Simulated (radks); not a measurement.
Values are calculated unless marked as measured or tabulated.
All-electron atom: Sb3+ in [Kr] 4d10 5s2. Level of theory: Dirac Kohn-Sham, BLYP, spin-unpolarised, spherical densities, finite nucleus; Fermi nuclear charge, rms radius 4.6802 fm (a radial shooting solver on a logarithmic mesh with Libxc functionals).

X-ray form factor f0, the Fourier transform of the density (f0(0) = 48):

| sin(theta)/lambda (1/angstrom) | f0 (electrons) |
|---|---|
| 0.05 | 47.456 |
| 0.1 | 45.930 |
| 0.15 | 43.695 |
| 0.2 | 41.069 |
| 0.25 | 38.320 |
| 0.3 | 35.627 |
| 0.4 | 30.754 |
| 0.5 | 26.759 |
| 0.6 | 23.640 |
| 0.8 | 19.434 |
| 1 | 16.690 |
| 1.25 | 13.872 |
| 1.5 | 11.335 |
| 2 | 7.653 |
